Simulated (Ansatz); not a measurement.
Geometry optimisation of `BC(=C)N1C[SiH2]1`.

```yaml
crystal:
  periodic: [false, false, false]
  atoms:
    - {symbol: B, position_ang: [0.812273, -1.888192, 0.405040]}
    - {symbol: C, position_ang: [0.682899, -0.346006, 0.503410]}
    - {symbol: C, position_ang: [1.493595, 0.308359, 1.401152]}
    - {symbol: N, position_ang: [-0.214340, 0.339973, -0.297645]}
    - {symbol: C, position_ang: [-1.277333, -0.115088, -1.194720]}
    - {symbol: Si, position_ang: [-1.173396, 1.709228, -0.740414]}
    - {symbol: H, position_ang: [1.622103, -2.453391, 1.113479]}
    - {symbol: H, position_ang: [0.122819, -2.537180, -0.360681]}
    - {symbol: H, position_ang: [2.207407, -0.263156, 2.008506]}
    - {symbol: H, position_ang: [1.460713, 1.404107, 1.537307]}
    - {symbol: H, position_ang: [-2.077832, -0.745007, -0.749630]}
    - {symbol: H, position_ang: [-0.966263, -0.473829, -2.198782]}
    - {symbol: H, position_ang: [-0.583031, 2.734976, -1.659801]}
    - {symbol: H, position_ang: [-2.122515, 2.295906, 0.261579]}
basis:
  gaussian: {orbitals: def2-TZVP}
hamiltonian: {xc: pbe0, dispersion: d4}
relax: {f_tol: 0.005, max_steps: 150}
```

```sh
$ ansatz run in.yaml --threads 4 --pin off --events-out ev --progress --plain --max-ram 10444MiB
```

It prints (some lines left out):

```
Functional definition: PBE0
mean field -13275.10289181 eV, -487.8510330861 hartree, gradient 4.3e-5 eV, S^2 0.000000; 0 other end points of the search recorded, 0 dependent functions left out
relax step   1: F+E_penalty+E_count = -13275.38415453 eV  Δ(F+E_penalty+E_count) = +0.000e0 eV  max|allowed force component| = 9.451e-1 eV/Å  Δτ_max = 0.0000 Å  (31 SCF iters, accepted)
mean field -13275.17562966 eV, -487.8537061528 hartree, gradient 1.4e-5 eV, S^2 0.000000; 0 other end points of the search recorded, 0 dependent functions left out
relax step   2: F+E_penalty+E_count = -13275.45879789 eV  Δ(F+E_penalty+E_count) = -7.464e-2 eV  max|allowed force component| = 6.561e-1 eV/Å  Δτ_max = 0.0338 Å  (35 SCF iters, accepted)
mean field -13275.18757755 eV, -487.8541452297 hartree, gradient 1.3e-5 eV, S^2 0.000000; 0 other end points of the search recorded, 0 dependent functions left out
relax step   3: F+E_penalty+E_count = -13275.47184847 eV  Δ(F+E_penalty+E_count) = -1.305e-2 eV  max|allowed force component| = 1.102e-1 eV/Å  Δτ_max = 0.0182 Å  (34 SCF iters, accepted)
mean field -13275.18780028 eV, -487.8541534150 hartree, gradient 1.5e-5 eV, S^2 0.000000; 0 other end points of the search recorded, 0 dependent functions left out
relax step   4: F+E_penalty+E_count = -13275.47213351 eV  Δ(F+E_penalty+E_count) = -2.850e-4 eV  max|allowed force component| = 1.704e-1 eV/Å  Δτ_max = 0.0477 Å  (32 SCF iters, accepted)
mean field -13275.18822028 eV, -487.8541688497 hartree, gradient 1.4e-5 eV, S^2 0.000000; 0 other end points of the search recorded, 0 dependent functions left out
relax step   5: F+E_penalty+E_count = -13275.47273066 eV  Δ(F+E_penalty+E_count) = -5.971e-4 eV  max|allowed force component| = 1.561e-1 eV/Å  Δτ_max = 0.0278 Å  (33 SCF iters, accepted)
mean field -13275.18846291 eV, -487.8541777659 hartree, gradient 1.3e-5 eV, S^2 0.000000; 0 other end points of the search recorded, 0 dependent functions left out
relax step   6: F+E_penalty+E_count = -13275.47302173 eV  Δ(F+E_penalty+E_count) = -2.911e-4 eV  max|allowed force component| = 6.357e-2 eV/Å  Δτ_max = 0.0222 Å  (33 SCF iters, accepted)
mean field -13275.18889699 eV, -487.8541937181 hartree, gradient 1.5e-5 eV, S^2 0.000000; 0 other end points of the search recorded, 0 dependent functions left out
relax step   7: F+E_penalty+E_count = -13275.47384894 eV  Δ(F+E_penalty+E_count) = -8.272e-4 eV  max|allowed force component| = 5.426e-2 eV/Å  Δτ_max = 0.0503 Å  (32 SCF iters, accepted)
mean field -13275.18966299 eV, -487.8542218680 hartree, gradient 1.3e-5 eV, S^2 0.000000; 0 other end points of the search recorded, 0 dependent functions left out
relax step   8: F+E_penalty+E_count = -13275.47485211 eV  Δ(F+E_penalty+E_count) = -1.003e-3 eV  max|allowed force component| = 3.328e-2 eV/Å  Δτ_max = 0.0324 Å  (33 SCF iters, accepted)
mean field -13275.18986797 eV, -487.8542294010 hartree, gradient 1.4e-5 eV, S^2 0.000000; 0 other end points of the search recorded, 0 dependent functions left out
relax step   9: F+E_penalty+E_count = -13275.47504022 eV  Δ(F+E_penalty+E_count) = -1.881e-4 eV  max|allowed force component| = 2.825e-2 eV/Å  Δτ_max = 0.0106 Å  (34 SCF iters, accepted)
mean field -13275.18995671 eV, -487.8542326622 hartree, gradient 1.4e-5 eV, S^2 0.000000; 0 other end points of the search recorded, 0 dependent functions left out
relax step  10: F+E_penalty+E_count = -13275.47524583 eV  Δ(F+E_penalty+E_count) = -2.056e-4 eV  max|allowed force component| = 1.640e-2 eV/Å  Δτ_max = 0.0115 Å  (33 SCF iters, accepted)
mean field -13275.18987365 eV, -487.8542296096 hartree, gradient 1.4e-5 eV, S^2 0.000000; 0 other end points of the search recorded, 0 dependent functions left out
relax step  11: F+E_penalty+E_count = -13275.47533524 eV  Δ(F+E_penalty+E_count) = -8.941e-5 eV  max|allowed force component| = 1.969e-2 eV/Å  Δτ_max = 0.0177 Å  (33 SCF iters, accepted)
mean field -13275.18987195 eV, -487.8542295474 hartree, gradient 1.4e-5 eV, S^2 0.000000; 0 other end points of the search recorded, 0 dependent functions left out
relax step  12: F+E_penalty+E_count = -13275.47540877 eV  Δ(F+E_penalty+E_count) = -7.353e-5 eV  max|allowed force component| = 1.252e-2 eV/Å  Δτ_max = 0.0064 Å  (34 SCF iters, accepted)
mean field -13275.18985533 eV, -487.8542289364 hartree, gradient 1.4e-5 eV, S^2 0.000000; 0 other end points of the search recorded, 0 dependent functions left out
relax step  13: F+E_penalty+E_count = -13275.47545110 eV  Δ(F+E_penalty+E_count) = -4.232e-5 eV  max|allowed force component| = 1.123e-2 eV/Å  Δτ_max = 0.0072 Å  (34 SCF iters, accepted)
mean field -13275.18981721 eV, -487.8542275357 hartree, gradient 1.4e-5 eV, S^2 0.000000; 0 other end points of the search recorded, 0 dependent functions left out
relax step  14: F+E_penalty+E_count = -13275.47548236 eV  Δ(F+E_penalty+E_count) = -3.126e-5 eV  max|allowed force component| = 1.535e-2 eV/Å  Δτ_max = 0.0112 Å  (34 SCF iters, accepted)
mean field -13275.18984875 eV, -487.8542286947 hartree, gradient 1.4e-5 eV, S^2 0.000000; 0 other end points of the search recorded, 0 dependent functions left out
relax step  15: F+E_penalty+E_count = -13275.47550533 eV  Δ(F+E_penalty+E_count) = -2.297e-5 eV  max|allowed force component| = 9.743e-3 eV/Å  Δτ_max = 0.0036 Å  (35 SCF iters, accepted)
mean field -13275.18989742 eV, -487.8542304831 hartree, gradient 1.4e-5 eV, S^2 0.000000; 0 other end points of the search recorded, 0 dependent functions left out
relax step  16: F+E_penalty+E_count = -13275.47552566 eV  Δ(F+E_penalty+E_count) = -2.033e-5 eV  max|allowed force component| = 5.565e-3 eV/Å  Δτ_max = 0.0096 Å  (34 SCF iters, accepted)
mean field -13275.18990099 eV, -487.8542306147 hartree, gradient 1.4e-5 eV, S^2 0.000000; 0 other end points of the search recorded, 0 dependent functions left out
relax step  17: F+E_penalty+E_count = -13275.47553475 eV  Δ(F+E_penalty+E_count) = -9.089e-6 eV  max|allowed force component| = 4.621e-3 eV/Å  Δτ_max = 0.0057 Å  (35 SCF iters, accepted)
mean field -13275.18990099 eV, -487.8542306147 hartree, gradient 1.4e-5 eV, S^2 0.000000; 1 other end points of the search recorded, 0 dependent functions left out
Total energy: -13275.47557451 eV, -487.8647289225 hartree
Atom 0 at     0.774866    -1.865259     0.415454 Å, force     0.000637     0.000552    -0.000194 eV/Å
Atom 1 at     0.694845    -0.327058     0.462420 Å, force     0.001908    -0.001332     0.001036 eV/Å
Atom 2 at     1.464563     0.308931     1.373558 Å, force     0.000094     0.004621     0.002281 eV/Å
Atom 3 at    -0.096088     0.372923    -0.426966 Å, force    -0.000256    -0.004510     0.000220 eV/Å
Atom 4 at    -1.241376    -0.107262    -1.209736 Å, force    -0.000599    -0.000482     0.000054 eV/Å
Atom 5 at    -1.148036     1.671293    -0.729229 Å, force     0.000143     0.003200    -0.001324 eV/Å
Atom 6 at     1.475981    -2.422805     1.205661 Å, force    -0.000764     0.000135    -0.000096 eV/Å
Atom 7 at     0.157801    -2.502657    -0.387524 Å, force     0.001042     0.000629     0.000941 eV/Å
Atom 8 at     2.095782    -0.264605     2.037258 Å, force    -0.002254    -0.000880    -0.003134 eV/Å
Atom 9 at     1.486720     1.392216     1.465199 Å, force     0.001565    -0.002455     0.000253 eV/Å
Atom 10 at    -1.949021    -0.751601    -0.683913 Å, force    -0.000910    -0.000268     0.000721 eV/Å
Atom 11 at    -1.017192    -0.456281    -2.217156 Å, force     0.000645    -0.000233    -0.001870 eV/Å
Atom 12 at    -0.695914     2.748598    -1.637877 Å, force    -0.000184     0.000662     0.000058 eV/Å
Atom 13 at    -2.015831     2.174267     0.361650 Å, force    -0.001066     0.000360     0.001054 eV/Å
Dipole moment:    -0.190405     0.299836    -0.041053 e Å
```

Hardware: 4 threads of an Arm Neoverse V1 on a shared host. Wall time 81 s, peak host memory 0.74 GiB.
